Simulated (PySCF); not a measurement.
# Telling isomers of C6H11O2P apart by NMR

PySCF calculation with coordinates at the GFN2-xTB level and σ from GIAO-PBE0/pcSseg-1; one computed conformer, no solvent, non-relativistic Hamiltonian, fast rotation and ring inversion assumed for equivalent nuclei.

δ = σ(ref) − σ, references computed at the same level: ¹H (σref 31.72), ¹³C (σref 186.93) against TMS. Splittings of carbon signals by F and P are missing where no couplings were computed. Where no couplings were computed, multiplicities follow the n + 1 count of equivalent neighbours, and m marks all less simple cases (inequivalent or close neighbours, rings, F or P nearby). Shifts are as computed. Against solution values, carbons near 30 ppm lie about +3 ppm off and those near 130 ppm about +5 ppm. Of 1211 compounds with measured shifts, 218 miss one by over three times the rms of a fit or turn the order of signals round; such compounds aren't used in these exercises. OH and NH positions are gas-phase values without hydrogen bonding to other molecules.

(1) Tabulate the signals of `CC(=O)P1CCOCC1`, `C#C[P@](=O)(O)C(C)(C)C` and their relative energies.

(2) What is the quickest way to tell CC(=O)P1CCOCC1 from C#C[P@](=O)(O)C(C)(C)C?

Results:

(1) 
```json
{"SMILES": "CC(=O)P1CCOCC1", "carbon types": "1×C 4×CH2 1×CH3", "δC": "231.5, 69.0, 34.5, 24.4", "δH": "3.84 (m, 4H), 2.43 (m, 3H), 1.86 (m, 4H)", "E rel. (kcal/mol)": "0.0"}
{"SMILES": "C#C[P@](=O)(O)C(C)(C)C", "carbon types": "2×C 1×CH 3×CH3", "δC": "95.4, 82.8, 38.6, 23.4", "δH": "2.54 (br s, 1H), 2.23 (m, 1H), 1.26 (m, 9H)", "E rel. (kcal/mol)": "3.5"}
```

Energies are electronic energies at PBE0/pcSseg-1 on these geometries, without zero-point or thermal terms, each for the one conformer computed, which needn't be the lowest.

(2) Both give the same number of carbon signals, but DEPT or the intensities differ. The first has a carbonyl carbon (C) at 231.5 ppm, the second a terminal alkyne carbon (CH) at 95.4 ppm. In the proton spectra the most deshielded non-exchanging signals are 3.84 (m, 4H) and 2.23 (m, 1H).
